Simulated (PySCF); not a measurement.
Si(GeH3)(OH)3 (GeH₆O₃Si), SMILES O[Si](O)(O)[GeH3]. Atoms are numbered in the order given.

```xyz
11

O     -1.3333     0.9084     1.5044
Si    -0.8919     0.1117     0.1011
O     -1.3698     1.0495    -1.1950
O     -1.6625    -1.3797     0.2091
Ge     1.4560    -0.1621    -0.1729
H     -1.5220     0.3141     2.2520
H     -2.2597     1.4374    -1.0998
H     -1.4244    -2.0159    -0.4878
H      2.0479    -0.9439     1.0322
H      2.1994     1.1939    -0.2765
H      1.7777    -0.9871    -1.4504
```
Charge 0, spin multiplicity 1.

The structure is a stationary point at PBE-D3(BJ)/def2-SVP. The values are those of a single conformer.

Two levels are set side by side: PBE/pcSseg-1 (PySCF) and PBE0/pcSseg-1 (PySCF). GIAO shifts against GeH4 (⁷³Ge), H2O (¹⁷O), TMS (²⁹Si), TMS (¹H) at the same level; non-relativistic, no solvent, atoms listed together averaged. Differences are taken from unrounded values.

```json
[
 {"quantity": "δ(²⁹Si) of Si2 (ppm)", "PBE": "-17.3"},
 {"quantity": "δ(⁷³Ge) of Ge5 (ppm)", "PBE": "-40.2"}
]
```

These are the PBE values. What does PBE0 give? (The exact figures need the calculation; the answer reports its results.)


```json
[
 {"quantity": "δ(²⁹Si) of Si2 (ppm)", "PBE0": "-16.8", "PBE minus PBE0": "-0.5"},
 {"quantity": "δ(⁷³Ge) of Ge5 (ppm)", "PBE0": "-40.1", "PBE minus PBE0": "-0.2"}
]
```

Rough cost on one machine, each run with all the roots and properties that it gave: PBE0 against PBE within a factor of 2.
